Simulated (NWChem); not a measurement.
Species: CH₄FNSi₂; SMILES N1[Si@@H]([SiH2]C=1)F

```xyz
9

F     -0.4197    -2.0853    -0.4824
Si    -0.0188    -0.8143     0.4451
N      1.4810     0.0022    -0.0867
C      1.0796     1.2163    -0.2440
Si    -0.8403     1.3141    -0.0538
H      0.0943    -1.3300     1.8370
H      1.8145     2.0115    -0.4784
H     -1.4130     2.2758     0.9401
H     -1.5344     1.4995    -1.3652
```
Atoms are numbered in this order, from 1.

Computed with NWChem. Pople sets run with spherical d functions. Coordinates come from a PBE0/def2-SVP optimisation. Level M06-2X/6-31G*: energy and gradient on several grids; changes count from the extra-fine grid, which is no exact limit either.

```csv
grid,size of the energy change (μHa),largest change of a gradient component (μHa/bohr),"time, medium = 1 (rough)"
xcoarse,20000,2000,about 1
coarse,1000,600,about 1
medium,80,400,about 1
fine,< 10,100,about 1
xfine,< 10,< 30,2
```
